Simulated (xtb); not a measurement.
C5H4F2O, SMILES O=C1C=CCC1(F)F. All values are semi-empirical tight-binding results from xtb (GFN2-xTB unless named), good for trends rather than for accurate numbers. The structure is a stationary point at GFN2-xTB. The structure was generated by enumeration, and PubChem lists no compound with its InChIKey, so it may never have been made. One conformer was computed; it need not be the lowest.

| Item | Result |
|---|---|
| point group as xtb finds it | Cs |
| orbital gap | 2.71 eV |
| dipole moment | 5.63 D |
| zero-point energy | 49.5 kcal/mol |
| G − E(el) at 298.15 K (modified RRHO) | 29.9 kcal/mol |
| static polarisability (D4 model) | 60.8 bohr³ |
| solvation energy, GFN2-xTB/ALPB(water) | -6.0 kcal/mol |
| solvation energy, GFN2-xTB/ALPB(acetone) | -8.3 kcal/mol |

Computed IR lines (harmonic; lines under 4 % of the strongest left out, lines within 3 cm⁻¹ merged):
ν (cm⁻¹): 392 (w), 546 (w), 596 (w), 798 (w), 893 (w), 1004 (w), 1021 (w), 1032 (m), 1124 (m), 1144 (m), 1155 (w), 1293 (w), 1414 (w), 1632 (m), 1800 (vs) (against the strongest line: vs over 80 %, s over 45 %, m over 15 %, w over 4 %, vw less)
